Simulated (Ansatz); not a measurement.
Two isomers of B2H6OSi: A = `BOB[SiH3]`, B = `OBB[SiH3]`.

Computed with Ansatz on PBE0-D4/def2-TZVP structures; ΔE is electronic, products minus reactants. CBS: MP2 limit from def2 TZ/QZ plus the TZ coupled-cluster correction, frozen cores. Functionals use def2-TZVPP. B3LYP here is the variant with VWN-RPA as its local correlation; programs differ in this. Each species was taken in one conformer, which may not be the lowest.

(1) Which isomer does CCSD(T)/CBS put lower? Give the gap. (Estimate.)

(2) Give E(B) − E(A) in kJ/mol with CCSD(T)/def2-TZVPP, ωB97M-V, CCSD/def2-TZVPP, MP2/def2-TZVPP, LDA (SPW92), B2PLYP, B3LYP-D4. (Estimate.)

(3) Does the order hold for the free energy at 298.15 K (harmonic terms from PBE0-D4)? (Best estimate.)

Largest T1 diagnostic: 0.014.

Results:

(1) Ansatz gave: A, by 116.7 kJ/mol.

(2) Computed: CCSD(T)/def2-TZVPP 117.4, ωB97M-V 116.3, CCSD/def2-TZVPP 118.2, MP2/def2-TZVPP 122.9, LDA (SPW92) 101.1, B2PLYP 119.7, B3LYP-D4 115.5. None reverses the order clearly.

(3) Ansatz gave: Yes: G(B) − G(A) = +119.9 kJ/mol, for one conformer each. Modes under 60 cm⁻¹, often nearly free rotors, make the harmonic entropy too high.

From BLYP to BHLYP (50 % exact exchange), in def2-TZVPP and without D4, E(B) − E(A) moves by +12.1 kJ/mol. Leaving LDA and LC-ωPBE aside and taking each functional with its dispersion term where it has one, the values, not all of them listed here, spread over 24.7 kJ/mol, from revPBE-D4 to BHLYP-D4.
